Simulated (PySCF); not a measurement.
# Magnetisability: SMILES C=CCC1=CBC=CB1, C7H10B2

Geometry:
| atom | x (Å) | y (Å) | z (Å) |
| --- | --- | --- | --- |
| C1 | 3.104 | -1.107 | -0.070 |
| C2 | 2.260 | -0.093 | -0.079 |
| C3 | 1.279 | 0.201 | 1.015 |
| C4 | -0.123 | 0.210 | 0.456 |
| C5 | -1.035 | -0.697 | 0.869 |
| B6 | -2.399 | -0.830 | 0.160 |
| C7 | -2.829 | 0.289 | -0.829 |
| C8 | -1.929 | 1.200 | -1.250 |
| B9 | -0.579 | 1.348 | -0.508 |
| H10 | 3.787 | -1.290 | -0.883 |
| H11 | 3.152 | -1.797 | 0.756 |
| H12 | 2.222 | 0.586 | -0.921 |
| H13 | 1.382 | -0.534 | 1.817 |
| H14 | 1.496 | 1.195 | 1.421 |
| H15 | -0.733 | -1.412 | 1.632 |
| H16 | -3.016 | -1.825 | 0.236 |
| H17 | -3.820 | 0.289 | -1.276 |
| H18 | -2.221 | 1.903 | -2.026 |
| H19 | -0.007 | 2.371 | -0.529 |

Theory: PySCF 2.14.0, GIAO BHandHLYP/pcSseg-1 magnetisability, rotational g tensor and spin-rotation constants, non-relativistic, gas phase. Geometry: GFN2-xTB.

Q: What are the magnetisability and the molar susceptibility?

A: Isotropic -937 × 10⁻³⁰ J/T², or -56.5 × 10⁻⁶ cm³/mol; principal values -1188, -916, -709 × 10⁻³⁰ J/T², anisotropy 416 × 10⁻³⁰ J/T² (root of half the summed squared differences of the principal values). The susceptibility is in cgs units.

Q: Split it along the inertial axes a, b, c into diamagnetic and paramagnetic parts about the centre of mass, with the quadrupole moment.

A: 
```tsv
axis	χ (10⁻⁶ cm³/mol)	diamagnetic (10⁻⁶ cm³/mol)	paramagnetic (10⁻⁶ cm³/mol)	summed x² of all electrons (Å²)	quadrupole Θ (D Å)
a	-54.9	-457.8	402.9	291.3	+0.90
b	-44.4	-1386.7	1342.3	72.3	+0.92
c	-70.0	-1542.6	1472.6	35.6	-1.82
```
Anisotropies 2χaa − χbb − χcc = +4.7 and 2χbb − χaa − χcc = +36.0 × 10⁻⁶ cm³/mol. Θ is traceless in Buckingham's convention.

Q: And the rotational g tensor?

A: 
| axis | rotational constant (GHz) | g | nuclear part | electronic part |
| --- | --- | --- | --- | --- |
| a | 3.6563 | -0.0757 | 0.6163 | -0.6921 |
| b | 0.9443 | -0.0242 | 0.5713 | -0.5955 |
| c | 0.8450 | -0.0109 | 0.5737 | -0.5846 |

Asymmetric top; isotopes 11B, 12C, 1H; no vibrational averaging.
